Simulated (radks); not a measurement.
Zr, configuration [Kr] 4d2 5s2 (the NIST ground configuration). Method: scalar-relativistic Kohn-Sham, PBE, spin-polarised, spherical densities, finite nucleus; open shells are filled with parallel spins first (spin-orbit coupling, left out, can overturn this in heavy ions); Fermi nuclear charge, rms radius 4.2694 fm; computed with a radial shooting solver on a logarithmic mesh with Libxc functionals.

Radial electron density D(r) = 4 pi r^2 rho(r):

```
   r/bohr * D(r) (the largest magnitude, 61.6, reaches the edge; | marks zero)
  0.00402 |      *
  0.00468 |        *
 0.005405 |          *
 0.006242 |             *
 0.007267 |                *
 0.008393 |                   *
 0.009693 |                       *
  0.01128 |                           *
  0.01303 |                               *
  0.01505 |                                   *
  0.01738 |                                       *
  0.02023 |                                          *
  0.02337 |                                            *
  0.02699 |                                            *
  0.03142 |                                           *
  0.03628 |                                         *
   0.0419 |                                       *
  0.04878 |                                     *
  0.05634 |                                     *
  0.06506 |                                       *
  0.07514 |                                           *
  0.08748 |                                                *
    0.101 |                                                     *
   0.1167 |                                                      *
   0.1358 |                                                   *
   0.1569 |                                              *
   0.1812 |                                       *
   0.2109 |                                 *
   0.2436 |                                *
   0.2813 |                                   *
   0.3249 |                                      *
   0.3782 |                                        *
   0.4368 |                                    *
   0.5044 |                             *
   0.5872 |                    *
   0.6781 |             *
   0.7832 |         *
   0.9118 |        *
    1.053 |       *
    1.216 |       *
    1.404 |      *
    1.635 |    *
    1.888 |  *
    2.181 | *
    2.539 |*
    2.932 |*
    3.386 |*
    3.942 |*
    4.552 *
    5.257 *
    6.072 *
    7.068 *
    8.163 *
    9.427 *
    10.97 *
    12.67 *
```

D(r) has 3 maxima, at r = 0.0261, 0.115, 0.366 bohr, and minima at 0.0528, 0.236 bohr, inside which lie 2.05, 11.09 electrons.
